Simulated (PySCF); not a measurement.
## NMR problem set

Computational details: NMR shieldings at PBE0/pcSseg-1/GIAO, coordinates at the GFN2-xTB level, in PySCF (single conformer, relativity neglected, no solvent, fast rotation and ring inversion assumed for equivalent nuclei).

Chemical shifts δ = σref − σ; TMS for ¹H (σ = 31.72 ppm), ¹³C (σ = 186.93 ppm), all at this level. Splittings of carbon signals by F and P are missing where no couplings were computed. Where no couplings were computed, multiplicities follow the n + 1 count of equivalent neighbours, and m marks all less simple cases (inequivalent or close neighbours, rings, F or P nearby). Acid and N–H amide carbonyl carbons lie up to 10 ppm further downfield in solution (hydrogen bonding). Shifts are as computed. Against solution values, carbons near 30 ppm lie about +3 ppm off and those near 130 ppm about +5 ppm. Of 1211 compounds with measured shifts, 218 miss one by over three times the rms of a fit or turn the order of signals round; such compounds aren't used in these exercises. OH and NH positions are gas-phase values without hydrogen bonding to other molecules.

Task: C5H5FO2. ¹H NMR (300 MHz, computed): δ 6.87 (m, 1H), 6.08 (br s, 1H), 5.17 (m, 1H), 2.01 (m, 1H), 1.80 (m, 1H). ¹³C{¹H} NMR (computed): δ 169.6 (C), 152.9 (C), 123.6 (CH), 70.0 (CH), 18.5 (CH2). Identify the compound.

Result: SMILES C1/C(=C\C(=O)O)[C@H]1F. Rings plus π bonds: 3 (1 ring in the answer). 5 carbon signals for 5 carbons: no two carbons are equivalent. Carbon types of the structure: 2 × C, 2 × CH, 1 × CH2, leaving 1 H on heteroatoms. δC 169.6: carboxylic acid carbon; it is a carbonyl in resonance with an O or N lone pair, the region of acids, esters and amides. δC 152.9: β carbon of a C=C–C=O unit; conjugation with the carbonyl draws π density from the β position. δC 123.6: α carbon of a C=C–C=O unit; an sp2 carbon of a C=C bond. δC 70.0, 18.5: three-membered-ring carbon.

This is the structure that produced the data.

Task: C5H8O5. ¹H NMR (500 MHz, computed): δ 4.32 (s, 2H), 3.95 (s, 6H). ¹³C{¹H} NMR (computed): δ 156.4, 120.6, 81.8, 56.1. What is it?

Result: `COC1(OC)COC(=O)O1`. The formula gives 2 degrees of unsaturation (1 ring in the answer). 4 carbon signals for 5 carbons: some carbons are equivalent by symmetry or fast rotation. Carbon types of the structure: 2 × C, 1 × CH2, 2 × CH3, which accounts for all hydrogens. δC 156.4: carbonate carbon; lone-pair donation from the attached heteroatom keeps it upfield of a ketone carbonyl. δC 120.6: sp3 carbon bearing two oxygens; 3 electronegative neighbours deshield it. δC 81.8: sp3 CH2 bonded to O; deshielded by the electronegative neighbour. δH 3.95: hydrogen on a methyl carbon bonded to O; its carbon carries O, hence the downfield position.

The shifts were computed for this structure.
